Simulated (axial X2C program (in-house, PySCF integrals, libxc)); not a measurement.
Potential curves of InH, two-component

Computed with an in-house all-electron X2C program for linear molecules (integrals from PySCF). Two-component (2c) means X2C with spin–orbit coupling and atomic mean-field two-electron Coulomb and Gaunt terms. Basis: In dyall-cv3z [11s12p9d4f1g], H dyall-v3z [6s2p1d] (cores contracted in-house); Gaussian nuclei, density fitting, unrestricted open shells. Masses: In 114.904 u, H 1.008 u.

State: Ω = 0 (closed shell). Energies in kJ/mol from the fragments at the same level (In + H). Fits are polynomials in 1 − R0/R over 0.85 to 1.23 times the lowest point R0.

| R (Å) | HF | CCSD(T) | MP2 |
| --- | --- | --- | --- |
| 1.6104 | -129.63 |  | -204.21 |
| 1.6844 | -147.40 | -238.39 | -219.54 |
| 1.7399 | -155.21 | -245.53 | -225.89 |
| 1.7955 | -159.27 | -249.18 | -228.77 |
| 1.8510 | -160.26 | -250.01 | -228.83 |
| 1.9158 | -158.32 | -248.14 | -226.07 |
| 1.9806 | -153.75 | -243.89 | -220.92 |
| 2.0639 | -144.95 | -235.80 | -211.68 |
| 2.1657 | -131.04 |  | -197.55 |
| 2.3137 | -107.00 |  | -173.66 |

Correlated methods: 14 electrons correlated (number of frozen shells: In 4 s, 3 p, 1 d; H none), 192 virtual spin orbitals or spinors in MP2.

The state is one determinant whose occupation by symmetry is held fixed; it was picked as the lowest of a PBE0 search that is not exhaustive. Closed shells are restricted here (equal orbitals for both partners); the stretched side of such a curve lies too high. Dissociation energies refer to the lowest single-determinant-based atoms at the same level and basis. Coupled cluster ran in a truncated set of natural virtual spinors; the MP2 energy of the rest was added. (T) has no such correction and the atoms are truncated less, which lowers De at CCSD(T) by a hundredth of an eV or more. Coupled cluster ran on the points near the minimum only. MP2 and coupled cluster on one determinant become unreliable at the stretched end.

Q: Fit the HF curve near its minimum: give the equilibrium distance, the harmonic wavenumber and the well depth.

A: At HF, 2c: Re = 1.844 Å, ωe ≈ 1520 cm⁻¹, De = 1.66 eV to In + H; Be follows as 4.96 cm⁻¹.

Q: What are Re, ωe and De at the CCSD(T) level?

A: At CCSD(T), 2c: Re = 1.842 Å, ωe ≈ 1460 cm⁻¹, De = 2.59 eV to In + H; Be follows as 4.98 cm⁻¹.

Q: Fit the MP2 curve near its minimum: give the equilibrium distance, the harmonic wavenumber and the well depth.

A: At MP2, 2c: Re = 1.824 Å, ωe ≈ 1510 cm⁻¹, De = 2.37 eV to In + H; Be follows as 5.07 cm⁻¹.
